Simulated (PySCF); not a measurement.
# C₆ coefficients of unlike pairs at PBE

Calculated with PySCF 2.14 from the dipole response of each species, C₆(A,B) = (3/π) ∫ α_A(iu) α_B(iu) du, in atomic units, from isotropic polarisabilities. For ions this is the dispersion term alone; charge-induced terms of lower order in 1/R come first.

```tsv
species	configuration	basis	relativity	α (bohr³)	C₆ (like pair)
Zn³⁺	[Ar] 3d9 (2D)	dyall-av2z (16s12p7d2f)	none	1.469	3.171
Hg²⁺	[Xe] 4f14 5d10 (1S)	aug-cc-pVTZ-PP with ECP60MDF (6s6p5d3f2g)	core potential	8.169	53.32
Sb³⁺	[Kr] 4d10 5s2 (1S)	aug-cc-pwCVTZ-PP with ECP28MDF (8s7p6d4f1g)	core potential	10.18	48.49
Al³⁺	[Ne] (1S)	def2-TZVPPD (6s5p4d1f)	none	0.2657	0.2368
```

(1) Estimate C₆ for Hg²⁺ with Zn³⁺.

No spin-orbit coupling is included.

The other pairs:

| pair | C₆ |
| --- | --- |
| Al³⁺, Zn³⁺ | 0.8289 |
| Sb³⁺, Zn³⁺ | 11.22 |
| Sb³⁺, Hg²⁺ | 49.77 |
| Al³⁺, Sb³⁺ | 2.588 |
| Al³⁺, Hg²⁺ | 2.987 |

## Answers

(1) The integral gives 12.49. The combination rule 2 C_A C_B / (C_A α_B/α_A + C_B α_A/α_B) gives 12.42 and the geometric mean 13.00.
